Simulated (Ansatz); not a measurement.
Stepwise reaction of `[S]=[Mo](=[S])([Cl])[Cl]` with water, as a gas-phase model of exchange steps in deposition or etching. ΔE in kJ/mol; ΔG adds harmonic PBE0-D4 terms to CCSD(T)/CBS, at 1 bar.

Isolated molecules relaxed with PBE0-D4/def2-TZVP in Ansatz; ΔE leaves out vibrations. CCSD(T)/CBS adds triple-zeta CCSD(T) − MP2 to the extrapolated MP2 energy (def2 sets, frozen cores). This one scheme is used for every species. DFT in def2-TZVPP. B3LYP here is the variant with VWN-RPA as its local correlation; programs differ in this. Elements past krypton have def2 core potentials. For Mo outer-core shells are correlated without core-valence functions, which leaves a few kJ/mol of doubt a bond. One conformer a species, not always the lowest.

```tsv
step	reaction	PBE-D4	B3LYP-D4	ωB97M-V	CCSD(T)/CBS	ΔG(400 K)
1	`[S]=[Mo](=[S])([Cl])[Cl]` + H₂O → `[OH][Mo](=[S])(=[S])[Cl]` + HCl	30.8	31.7	28.2	40.6	33.4
2	`[OH][Mo](=[S])(=[S])[Cl]` + H₂O → `[OH][Mo]([OH])(=[S])=[S]` + HCl	34.0	34.6	31.9	44.0	40.7
```

(1) By hand: ΔE of the 2 steps together at CCSD(T)/CBS.

Answers

(1) (40.6) + (44.0) = 84.6 kJ/mol, or 42.3 kJ/mol a step.

In ΔE the steps differ by no more than 3.4 kJ/mol. All are uphill at CCSD(T)/CBS. ΔG lies between 33.4 and 40.7 kJ/mol a step. PBE-D4 differs from CCSD(T)/CBS by -10.0 to -9.8 kJ/mol a step. Isolated molecules leave out the surface, adducts and barriers. Largest T1 diagnostic: 0.025.
